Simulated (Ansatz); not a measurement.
System: SiH$_{3}$S, charge 0, doublet. SiH3S (SMILES [SiH2]S, doublet).
B3LYP-D3(BJ)/def2-TZVP minimum from Ansatz (a first-principles code):
```xyz
5

Si    -0.7106     0.7820     0.2393
S      0.7310    -0.7147    -0.3016
H     -1.4315     0.4017     1.4861
H     -1.6529     0.8258    -0.9076
H      1.3370    -0.7402     0.8981
```
Charge 0, spin multiplicity 2.

Total energies in cc-pV(D+d)Z, 13 correlated electrons, 10 frozen orbitals. UHF or UKS for unpaired electrons; spin-orbit terms are left out. Cores are frozen in correlated methods. No relativity.

```csv
method,program,energy (Eh),minus CCSDT(Q) (mEh)
HF,Ansatz,-688.20317,268.72
MP2,Ansatz,-688.42507,46.83
CCSD,Ansatz,-688.46306,8.84
CCSD(T),Ansatz,-688.47032,1.58
CCSDT(Q),Ansatz,-688.47189,0.00
```
